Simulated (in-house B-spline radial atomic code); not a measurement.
Computed with a B-spline radial atomic code. Model: two electrons, singlet ground state, non-relativistic, full CI in B-splines with partial waves to l = 8 (at full coupling up to 3e-4 hartree above the limit, correlation up to 0.6 % small), density held at that of full coupling by Lieb maximisation.

W(λ) is the mean repulsion in the state of coupling λ less the Hartree energy of the fixed density. Its start is exact exchange, its initial slope is twice the second-order Görling-Levy correlation energy, and its area from 0 to 1 is E_xc. A straight curve means weak, dynamic correlation, and a curve that drops fast and flattens means strong correlation.

Command:
```bash
python run_ac.py task.json out
```
Settings (lengths in bohr, energies in hartree):
```
potential              coulomb
strength               4.44
lmax                   8
wall_radius            0.401
```

Run time, properties included: 1 s on 1 thread of Intel(R) Xeon(R) Processor @ 2.30GHz (shared host).

**W = mean repulsion less Hartree energy, and W of three functionals.**

Given: confinement point charge; nuclear charge 4.44; hard wall radius 0.401 bohr; external potential -Z/r.

Computed: LDA exchange minus exact 727.47 millihartree; SCAN exchange minus exact 9.514 millihartree.

```json
{"coupling": "0", "W xc (hartree)": "-5.0441", "W xc minus exchange (millihartree)": "0", "kinetic minus Kohn-Sham (millihartree)": "0", "LDA (PW92) W minus its exchange (millihartree)": "0", "PBE W minus its exchange (millihartree)": "0", "SCAN W minus its exchange (millihartree)": "0"}
{"coupling": "0.02", "W xc (hartree)": "-5.0461", "W xc minus exchange (millihartree)": "-1.964", "kinetic minus Kohn-Sham (millihartree)": "0", "LDA (PW92) W minus its exchange (millihartree)": "-15.95", "PBE W minus its exchange (millihartree)": "-2.84", "SCAN W minus its exchange (millihartree)": "-1.94"}
{"coupling": "0.05", "W xc (hartree)": "-5.049", "W xc minus exchange (millihartree)": "-4.904", "kinetic minus Kohn-Sham (millihartree)": "0.1", "LDA (PW92) W minus its exchange (millihartree)": "-34.25", "PBE W minus its exchange (millihartree)": "-7.1", "SCAN W minus its exchange (millihartree)": "-4.82"}
{"coupling": "0.12", "W xc (hartree)": "-5.0558", "W xc minus exchange (millihartree)": "-11.729", "kinetic minus Kohn-Sham (millihartree)": "0.7", "LDA (PW92) W minus its exchange (millihartree)": "-69.46", "PBE W minus its exchange (millihartree)": "-17.01", "SCAN W minus its exchange (millihartree)": "-11.47"}
{"coupling": "0.25", "W xc (hartree)": "-5.0684", "W xc minus exchange (millihartree)": "-24.282", "kinetic minus Kohn-Sham (millihartree)": "3", "LDA (PW92) W minus its exchange (millihartree)": "-122.97", "PBE W minus its exchange (millihartree)": "-35.25", "SCAN W minus its exchange (millihartree)": "-23.61"}
{"coupling": "0.4", "W xc (hartree)": "-5.0827", "W xc minus exchange (millihartree)": "-38.573", "kinetic minus Kohn-Sham (millihartree)": "7.7", "LDA (PW92) W minus its exchange (millihartree)": "-175.06", "PBE W minus its exchange (millihartree)": "-55.93", "SCAN W minus its exchange (millihartree)": "-37.33"}
{"coupling": "0.6", "W xc (hartree)": "?", "W xc minus exchange (millihartree)": "?", "kinetic minus Kohn-Sham (millihartree)": "?", "LDA (PW92) W minus its exchange (millihartree)": "?", "PBE W minus its exchange (millihartree)": "?", "SCAN W minus its exchange (millihartree)": "?"}
{"coupling": "0.8", "W xc (hartree)": "-5.1198", "W xc minus exchange (millihartree)": "-75.694", "kinetic minus Kohn-Sham (millihartree)": "29.9", "LDA (PW92) W minus its exchange (millihartree)": "-288.5", "PBE W minus its exchange (millihartree)": "-109.02", "SCAN W minus its exchange (millihartree)": "-72.7"}
{"coupling": "1", "W xc (hartree)": "-5.1378", "W xc minus exchange (millihartree)": "-93.733", "kinetic minus Kohn-Sham (millihartree)": "46.1", "LDA (PW92) W minus its exchange (millihartree)": "-336.79", "PBE W minus its exchange (millihartree)": "-134.45", "SCAN W minus its exchange (millihartree)": "-89.8"}
{"coupling": "1.4", "W xc (hartree)": "-5.1729", "W xc minus exchange (millihartree)": "-128.81", "kinetic minus Kohn-Sham (millihartree)": "88.2", "LDA (PW92) W minus its exchange (millihartree)": "-422.67", "PBE W minus its exchange (millihartree)": "-183.2", "SCAN W minus its exchange (millihartree)": "-122.94"}
{"coupling": "2", "W xc (hartree)": "-5.2231", "W xc minus exchange (millihartree)": "-179.02", "kinetic minus Kohn-Sham (millihartree)": "173.4", "LDA (PW92) W minus its exchange (millihartree)": "-532.98", "PBE W minus its exchange (millihartree)": "-251.56", "SCAN W minus its exchange (millihartree)": "-170.3"}
{"coupling": "3", "W xc (hartree)": "-5.3009", "W xc minus exchange (millihartree)": "-256.84", "kinetic minus Kohn-Sham (millihartree)": "367.3", "LDA (PW92) W minus its exchange (millihartree)": "-685.29", "PBE W minus its exchange (millihartree)": "-354.67", "SCAN W minus its exchange (millihartree)": "-243.76"}
{"coupling": "4.5", "W xc (hartree)": "-5.4055", "W xc minus exchange (millihartree)": "-361.36", "kinetic minus Kohn-Sham (millihartree)": "757.6", "LDA (PW92) W minus its exchange (millihartree)": "-868.29", "PBE W minus its exchange (millihartree)": "-489.2", "SCAN W minus its exchange (millihartree)": "-343.17"}
{"coupling": "7", "W xc (hartree)": "?", "W xc minus exchange (millihartree)": "?", "kinetic minus Kohn-Sham (millihartree)": "?", "LDA (PW92) W minus its exchange (millihartree)": "?", "PBE W minus its exchange (millihartree)": "?", "SCAN W minus its exchange (millihartree)": "?"}
{"coupling": "10", "W xc (hartree)": "-5.6958", "W xc minus exchange (millihartree)": "-651.7", "kinetic minus Kohn-Sham (millihartree)": "2805.8", "LDA (PW92) W minus its exchange (millihartree)": "-1315.3", "PBE W minus its exchange (millihartree)": "-851.91", "SCAN W minus its exchange (millihartree)": "-628.3"}
```

(1) What belongs in the row 0.6?

(2) What belongs in the row 7?

(3) What is the PBE exchange minus exact?

**Energy parts, natural occupations and partial-wave weights.**

Computed: exchange energy -5.0441 hartree; correlation energy -0.047625 hartree; initial slope twice GL2 -0.098306 hartree; kinetic part over minus potential part 0.4919; Hartree energy 10.088 hartree; Kohn-Sham kinetic 67.121 hartree; Lieb Oxford ratio E_xc over LDA exchange 1.1796.

```json
{"natural": "s", "occupation of the shell (electrons)": "1.9992"}
{"natural": "p", "occupation of the shell (electrons)": "0.000703"}
{"natural": "s", "occupation of the shell (electrons)": "5.5669e-05"}
{"natural": "d", "occupation of the shell (electrons)": "3.7986e-05"}
{"natural": "p", "occupation of the shell (electrons)": "?"}
{"natural": "f", "occupation of the shell (electrons)": "5.2952e-06"}
```

(4) What belongs in the row p?

```csv
wave,weight
s,0.99962
p,0.00035576
d,?
f,2.8977e-06
g,6.8881e-07
```

(5) What belongs in the row d?

(6) What is the total energy?

(7) What is the kinetic part of the DFT correlation energy?

Results:

(1) W xc (hartree): -5.1014; W xc minus exchange (millihartree): -57.311; kinetic minus Kohn-Sham (millihartree): 17; LDA (PW92) W minus its exchange (millihartree): -235.26; PBE W minus its exchange (millihartree): -82.86; SCAN W minus its exchange (millihartree): -55.22.

(2) W xc (hartree): -5.5529; W xc minus exchange (millihartree): -508.79; kinetic minus Kohn-Sham (millihartree): 1599.1; LDA (PW92) W minus its exchange (millihartree): -1102.6; PBE W minus its exchange (millihartree): -674.33; SCAN W minus its exchange (millihartree): -485.92.

(3) 221.4 millihartree.

(4) occupation of the shell (electrons): 8.0686e-06.

(5) weight: 1.9922e-05.

(6) 7.0623 hartree.

(7) 0.046108 hartree.

Half-way to full coupling W has made 51 % of its drop, against 50 % for a straight line, and second-order (GL2) theory, half the initial slope, overshoots the correlation energy by about 3 %: correlation is weak here. Over couplings 0 to 1 the errors in E_xc come to about +580 millihartree for LDA, +200 millihartree for PBE, +11 millihartree for SCAN, so SCAN is nearest. In LDA and PBE the errors of exchange and correlation have opposite signs, so the sum is smaller than the larger of the two.
